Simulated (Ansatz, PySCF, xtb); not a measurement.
Process, species as SMILES: N[SiH2]N + 2 [H][H] (H2) -> 2 N (NH3) + [SiH4] (SiH4)
Each molecule is optimised on its own at B3LYP-D3(BJ)/def2-TZVP (Ansatz, a first-principles code), one conformer each, not searched for the lowest.

Wanted: energy of full hydrogenation (electronic energy difference), in eV. Valence correlation only, unless marked. No spin-orbit coupling. Non-relativistic. Basis-set limits of correlation are two-point, X^-3; Hartree-Fock from the larger set.

| level | program | energy of full hydrogenation (eV) |
|---|---|---|
| GFN2-xTB | xtb | 0.11 |
| HF-D4/def2-TZVPD | PySCF + dftd4 | (withheld) |
| BLYP-D3(BJ)/def2-TZVPD | Ansatz + dftd3 | (withheld) |
| revPBE-D3(BJ)/def2-TZVPD | Ansatz + dftd3 | 0.55 |
| PBE0-D3(BJ)/def2-TZVP | Ansatz + dftd3 | (withheld) |
| CAM-B3LYP/def2-TZVPD | Ansatz | 0.55 |
| B2PLYP-D3(BJ)/def2-TZVPD | Ansatz + dftd3 | (withheld) |
| CCSD/6-31G* | Ansatz | 0.72 |
| CCSD(T)/CBS(cc-pV(T+d)Z,cc-pV(Q+d)Z) | Ansatz | 0.70 |

Problem. Fill in the missing entries.

Solution. 
- HF-D4/def2-TZVPD, energy of full hydrogenation (eV): 0.64
- BLYP-D3(BJ)/def2-TZVPD, energy of full hydrogenation (eV): 0.61
- PBE0-D3(BJ)/def2-TZVP, energy of full hydrogenation (eV): 0.59
- B2PLYP-D3(BJ)/def2-TZVPD, energy of full hydrogenation (eV): 0.67
